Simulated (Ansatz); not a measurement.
**Interaction energy ladder**

The pair of Cl⁻ (SMILES [Cl-], atom 1) and CH6Si (SMILES C[SiH3], atoms 2–9), both closed shells, in one local arrangement (a lower one may exist), relaxed at PBE0-D4/def2-TZVPD:

```json
{"atom": "Cl1", "x (Å)": "-0.3301", "y (Å)": "1.2545", "z (Å)": "-3.0884"}
{"atom": "C2", "x (Å)": "0.1322", "y (Å)": "-0.5026", "z (Å)": "1.2372"}
{"atom": "Si3", "x (Å)": "-0.0580", "y (Å)": "0.2205", "z (Å)": "-0.5428"}
{"atom": "H4", "x (Å)": "-0.8024", "y (Å)": "-0.9590", "z (Å)": "1.5840"}
{"atom": "H5", "x (Å)": "0.4065", "y (Å)": "0.2776", "z (Å)": "1.9570"}
{"atom": "H6", "x (Å)": "0.9104", "y (Å)": "-1.2741", "z (Å)": "1.2729"}
{"atom": "H7", "x (Å)": "-0.4217", "y (Å)": "-0.9992", "z (Å)": "-1.3096"}
{"atom": "H8", "x (Å)": "1.3041", "y (Å)": "0.7662", "z (Å)": "-0.7773"}
{"atom": "H9", "x (Å)": "-1.1410", "y (Å)": "1.2160", "z (Å)": "-0.3331"}
```

Program: Ansatz 0.2.0. Basis: def2-TZVPPD, with def2-QZVPPD for the basis limit. Cores are frozen in the correlated methods. B3LYP uses VWN-RPA correlation. Extrapolation: Hartree–Fock as exp(−7.88 √X), correlation as X^−2.97. Interaction energies count from these two fragments, frozen as in the pair, with the counterpoise correction; negative means bound.

Q: What is the interaction energy by CCSD(T) at an estimated basis limit (MP2 extrapolated from triple and quadruple zeta, plus CCSD(T) − MP2 in triple zeta)? (To be estimated.)

A: The calculation gives: -12.71 kcal/mol. Hartree–Fock alone gives -6.42 kcal/mol at the basis limit. It counts from the two fragments frozen as in the pair.

The same quantity by other methods in triple zeta, and each one's difference from that estimate:
```
   method  E_int (kcal/mol)  difference
   PBE-D4            -13.82       -1.11
revPBE-D4            -14.25       -1.53
  BLYP-D4            -11.99        0.73
r2SCAN-D4            -13.09       -0.38
   B97M-V            -12.24        0.48
  PBE0-D4            -13.70       -0.99
 B3LYP-D4            -12.15        0.56
 HSE06-D4            -13.68       -0.96
  wB97X-V            -12.18        0.53
  wB97M-V            -12.92       -0.21
   B2PLYP            -10.27        2.44
       HF             -6.20        6.51
      MP2            -11.79        0.92
     CCSD            -10.50        2.21
  CCSD(T)            -11.25        1.47
```
Differences are method less estimate.

Q: Which atoms make the shortest contact between the fragments?

A: Cl1 and Si3, 2.76 Å apart.

Energy to bend the free fragments (PBE0-D4 minima) into their shapes in the pair, CCSD(T)/def2-TZVPPD: CH6Si 6.29 kcal/mol. This must be added to the interaction energy to get the binding energy from relaxed fragments.

Basis-set superposition shift (counterpoise-corrected less uncorrected): CCSD(T) 1.35; MP2 1.26; HF 0.09; PBE0-D4 0.12; wB97M-V 0.12 kcal/mol.

T1 diagnostic: at most 0.011.

For scale, one of the runs: CCSD(T)/def2-TZVPPD, 238 basis functions, launched by `ansatz run in.yaml --threads 4 --pin off --events-out ev --progress --plain --max-ram 9574MiB`. Hardware: 4 CPU threads of an Arm Neoverse V1, shared host. Wall time 65 s; peak host memory 4.1 GiB.
